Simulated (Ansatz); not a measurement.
Computed with Ansatz.

A structure relaxed at PBE0-D4/def2-TZVP, charge 0, multiplicity 1:

```xyz
7

F    -1.657    0.229    1.056
C    -0.761   -0.310    0.212
Cl   -1.233   -1.969   -0.133
O    -0.562    0.474   -0.924
Si    0.899    0.375   -0.077
H     1.346    1.621    0.575
H     1.968   -0.421   -0.709
```

Problem. Give its formula and SMILES.

Solution. CH2ClFOSi, `FC1(Cl)O[SiH2]1`.

Problem. Summarise the bond lengths by kind.

Solution. 1 × C–F 1.344 Å; 1 × C–Cl 1.759 Å; 1 × C–O 1.395 Å; 1 × C–Si 1.818 Å; 1 × O–Si 1.691 Å; 2 × H–Si 1.475 to 1.476 Å.
